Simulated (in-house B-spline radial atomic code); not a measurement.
**Cu6+: [Ar] 3d5**

All numbers are computed (Dirac-Kohn-Sham BLYP, spherical fractional occupations; Fermi nucleus of rms radius 3.8823 fm) with an all-electron radial atomic-structure program (B-spline basis), not measured.

Z_r = [3n² - l(l+1)]/(2<r>); Z_e = n√(-2ε); the last column is Slater's effective charge. Values are occupation-weighted means over j.

| shell | electrons | ε (eV) | <r> (bohr) | Z_r | Z_e | Slater |
| --- | --- | --- | --- | --- | --- | --- |
| 1s | 2 | -8980.4 | 0.05213 | 28.77 | 25.69 | 28.70 |
| 2s | 2 | -1194.3 | 0.2349 | 25.54 | 18.74 | 24.85 |
| 2p | 6 | -1049 | 0.2063 | 24.23 | 17.56 | 24.85 |
| 3s | 2 | -236.06 | 0.6833 | 19.76 | 12.50 | 17.75 |
| 3p | 6 | -192.45 | 0.7014 | 17.82 | 11.28 | 17.75 |
| 3d | 5 | -121.84 | 0.7292 | 14.40 | 8.98 | 9.60 |

The least bound orbital is 3d5/2 at -121.7 eV, and it is also the most diffuse (<r> = 0.7303 bohr).

Spin-orbit splittings of the orbital energies (j = l + 1/2 above j = l - 1/2 when positive): 2p 20.49 eV, 3p 2.934 eV, 3d 0.4262 eV.

For the 1s electron the small component carries 1.09 % of the norm, the zero-frequency Breit interaction raises the level by 11.87 eV, self-energy by 6 eV, and vacuum polarisation lowers it by 0.545 eV.
